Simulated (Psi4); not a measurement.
trimethylarsine (C3H9As), singlet, geometry from GFN2-xTB; Psi4 with HF/STO-3G.

Psi4 was given this input:
```
memory 2 GB

molecule {
0 1
  C    -0.32867249    1.72010629   -0.31442495
  As   -0.07118324   -0.07407807    0.46894706
  C     1.69397189   -0.42038635   -0.34552691
  C    -1.13228284   -1.05722724   -0.87513451
  H    -0.12539177    1.70759584   -1.38419048
  H     0.33877682    2.43834696    0.15981725
  H    -1.35229643    2.05729688   -0.15707040
  H     1.67748643   -0.20032606   -1.41191313
  H     1.97485358   -1.46370768   -0.20823160
  H     2.45568920    0.19809385    0.12726574
  H    -0.84168752   -0.76797234   -1.88397732
  H    -0.98312248   -2.13022938   -0.76252225
  H    -2.19336010   -0.84947794   -0.74391257
}

set basis sto-3g

energy('scf')
print_variables()
```

It wrote (shortened):

```
   => Loading Basis Set <=

    Name: STO-3G
    Role: ORBITAL
    Keyword: BASIS

         ---------------------------------------------------------
                                   SCF
               by Justin Turney, Rob Parrish, Andy Simmonett
                          and Daniel G. A. Smith
                              RHF Reference
         ---------------------------------------------------------

  ==> Geometry <==

    Molecular point group: c1
    Full point group: C1

    Geometry (in Angstrom), charge = 0, multiplicity = 1:

       Center              X                  Y                   Z               Mass
    ------------   -----------------  -----------------  -----------------  -----------------
         C           -0.315516830126     1.733796957009    -0.401092951462    12.000000000000
         AS          -0.058027580126    -0.060387402991     0.382279058538    74.921594570000
         C            1.707127549874    -0.406695682991    -0.432194911462    12.000000000000
         C           -1.119127180126    -1.043536572991    -0.961802511462    12.000000000000
         H           -0.112236110126     1.721286507009    -1.470858481462     1.007825032230
         H            0.351932479874     2.452037627009     0.073149248538     1.007825032230
         H           -1.339140770126     2.070987547009    -0.243738401462     1.007825032230
         H            1.690642089874    -0.186635392991    -1.498581131462     1.007825032230
         H            1.988009239874    -1.450017012991    -0.294899601462     1.007825032230
         H            2.468844859874     0.211784517009     0.040597738538     1.007825032230
         H           -0.828531860126    -0.754281672991    -1.970645321462     1.007825032230
         H           -0.969966820126    -2.116538712991    -0.849190251462     1.007825032230
         H           -2.180204440126    -0.835787272991    -0.830580571462     1.007825032230

  Running in c1 symmetry.

  Rotational constants: A =      0.15602  B =      0.15602  C =      0.11437 [cm^-1]
  Rotational constants: A =   4677.32809  B =   4677.32807  C =   3428.87409 [MHz]
  Nuclear repulsion =  289.870080682553407

  Charge       = 0
  Multiplicity = 1
  Electrons    = 60
  Nalpha       = 30
  Nbeta        = 30

  ==> Algorithm <==

  SCF Algorithm Type is DF.
  DIIS enabled.
  MOM disabled.
  Fractional occupation disabled.
  Guess Type is SAD.
  Energy threshold   = 1.00e-06
  Density threshold  = 1.00e-06
  Integral threshold = 1.00e-12

  ==> Primary Basis <==

  Basis Set: STO-3G
    Blend: STO-3G
    Number of shells: 26
    Number of basis functions: 42
    Number of Cartesian functions: 43
    Spherical Harmonics?: true
    Max angular momentum: 2

   => Loading Basis Set <=

    Name: (STO-3G AUX)
    Role: JKFIT
    Keyword: DF_BASIS_SCF

  ==> Integral Setup <==

  SCF_SUBTYPE=INCORE selected. In-core MEM_DF algorithm will be used.
  Using in-core AOs.

  ==> MemDFJK: Density-Fitted J/K Matrices <==

    J tasked:                   Yes
    K tasked:                   Yes
    wK tasked:                   No
    Algorithm:                 Core
    Schwarz Cutoff:           1E-12
    Mask sparsity (%):       2.0408
    Fitting Condition:        1E-10

   => Auxiliary Basis Set <=

  Basis Set: (STO-3G AUX)
    Blend: DEF2-UNIVERSAL-JKFIT
    Number of shells: 189
    Number of basis functions: 653
    Number of Cartesian functions: 818
    Spherical Harmonics?: true
    Max angular momentum: 5

  Minimum eigenvalue in the overlap matrix is 2.2721474414E-01.
  Reciprocal condition number of the overlap matrix is 9.4695301212E-02.
    Using symmetric orthogonalization.

  ==> Pre-Iterations <==

  SCF Guess: Superposition of Atomic Densities via on-the-fly atomic UHF (no occupation information).

   -------------------------
    Irrep   Nso     Nmo
   -------------------------
     A         42      42
   -------------------------
    Total      42      42
   -------------------------

  ==> Iterations <==

                           Total Energy        Delta E     RMS |[F,P]|

   @DF-RHF iter SAD: -2320.93137040878901   -2.32093e+03   0.00000e+00
   @DF-RHF iter   1: -2326.47823591749284   -5.54687e+00   1.39271e-02 DIIS/ADIIS
   @DF-RHF iter   2: -2326.76421593136592   -2.85980e-01   3.58070e-03 DIIS/ADIIS
   @DF-RHF iter   3: -2326.77857652195689   -1.43606e-02   4.94075e-04 DIIS/ADIIS
   @DF-RHF iter   4: -2326.77908157251886   -5.05051e-04   8.43949e-05 DIIS
   @DF-RHF iter   5: -2326.77909655475423   -1.49822e-05   6.59438e-06 DIIS
   @DF-RHF iter   6: -2326.77909664623303   -9.14788e-08   8.55554e-07 DIIS
  Energy and wave function converged.

  ==> Post-Iterations <==

    Orbital Energies [Eh]
    ---------------------

    Doubly Occupied:

       1A   -427.581550     2A    -54.453484     3A    -49.351339
       4A    -49.351339     5A    -49.350189     6A    -11.006893
       7A    -11.006783     8A    -11.006783     9A     -7.315881
      10A     -5.254041    11A     -5.254041    12A     -5.247336
      13A     -1.133827    14A     -1.133827    15A     -1.126754
      16A     -1.126754    17A     -1.123458    18A     -0.946847
      19A     -0.881780    20A     -0.881780    21A     -0.635222
      22A     -0.549532    23A     -0.532989    24A     -0.532989
      25A     -0.510627    26A     -0.510627    27A     -0.502909
      28A     -0.376334    29A     -0.376334    30A     -0.254306

    Virtual:

      31A      0.406932    32A      0.406932    33A      0.524340
      34A      0.706302    35A      0.706302    36A      0.709650
      37A      0.730313    38A      0.731911    39A      0.737822
      40A      0.737822    41A      0.766885    42A      0.766885

    Final Occupation by Irrep:
              A
    DOCC [    30 ]
    NA   [    30 ]
    NB   [    30 ]

  @DF-RHF Final Energy: -2326.77909664623303

   => Energetics <=

    Nuclear Repulsion Energy =            289.8700806825534073
    One-Electron Energy =               -3834.6651731858719359
    Two-Electron Energy =                1218.0159958570852723
    Total Energy =                      -2326.7790966462330289

Computation Completed

Properties will be evaluated at   0.000000,   0.000000,   0.000000 [a0]

Properties computed using the SCF density matrix

 Multipole Moments:

 ------------------------------------------------------------------------------------
     Multipole            Electronic (a.u.)      Nuclear  (a.u.)        Total (a.u.)
 ------------------------------------------------------------------------------------

 L = 1.  Multiply by 2.5417464519 to convert [e a0] to [Debye]
 Dipole X            :         -1.4504266            1.4916360            0.0412093
 Dipole Y            :         -1.5094115            1.5522967            0.0428852
 Dipole Z            :          9.5552449           -9.8267272           -0.2714823
 Magnitude           :                                                    0.2779208

 ------------------------------------------------------------------------------------

  Variable Map:
  ----------------------------------------------------------------------------
  "CURRENT ENERGY"           =>   -2326.779096646233
  "CURRENT REFERENCE ENERGY" =>   -2326.779096646233
  "DD SOLVATION ENERGY"      =>       0.000000000000
  "HF KINETIC ENERGY"        =>    2326.460721168853
  "HF POTENTIAL ENERGY"      =>   -4653.239817815086
  "HF TOTAL ENERGY"          =>   -2326.779096646233
  "HF VIRIAL RATIO"          =>       2.000136849711
  "NUCLEAR REPULSION ENERGY" =>     289.870080682553
  "ONE-ELECTRON ENERGY"      =>   -3834.665173185872
  "PCM POLARIZATION ENERGY"  =>       0.000000000000
  "PE ENERGY"                =>       0.000000000000
  "SCF ITERATION ENERGY"     =>   -2326.779096646233
  "SCF ITERATIONS"           =>       6.000000000000
  "SCF TOTAL ENERGY"         =>   -2326.779096646233
  "TWO-ELECTRON ENERGY"      =>    1218.015995857085

  Array Variable Map:
  ----------------------------------------------------------------------------
  "CURRENT DIPOLE"           =>       0.041209327253 ... -0.271482304357 1 by 3
  "SCF DIPOLE"               =>       0.041209327253 ... -0.271482304357 1 by 3
  "SCF TOTAL ENERGIES"       =>   -2320.931370408789 ... -2326.779096646233 1 by 7
```
